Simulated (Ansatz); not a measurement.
The same ligand exchange along the group F, Cl, Br.

Gas-phase electronic energies from Ansatz, PBE0-D4/def2-TZVP geometries. CCSD(T)/CBS adds triple-zeta CCSD(T) − MP2 to the extrapolated MP2 energy (def2 sets, frozen cores). Elements past krypton have def2 core potentials. For Br, Cd outer-core shells are correlated without core-valence functions, which leaves a few kJ/mol of doubt a bond. Scalar relativity is left out up to krypton. One conformer a species, not always the lowest.

```json
{"reaction": "`[F][Cd][O][SiH3]` + `O[SiH2]S` → `[SiH3]O[SiH2]S` + `[OH][Cd][F]`", "CCSD/CBS(def2) (eV)": "0.01"}
{"reaction": "`[SiH3][O][Cd][Cl]` + `O[SiH2]S` → `[SiH3]O[SiH2]S` + `[OH][Cd][Cl]`", "CCSD/CBS(def2) (eV)": "0.02"}
{"reaction": "`[SiH3][O][Cd][Br]` + `O[SiH2]S` → `[SiH3]O[SiH2]S` + `[OH][Cd][Br]`", "CCSD/CBS(def2) (eV)": "0.03"}
```

Give the CCSD(T)/CBS values in the same order. (Best estimate.)

The calculation gave: 0.00, 0.02, 0.03 eV.

Largest T1 diagnostic: 0.017, for `[OH][Cd][F]`.
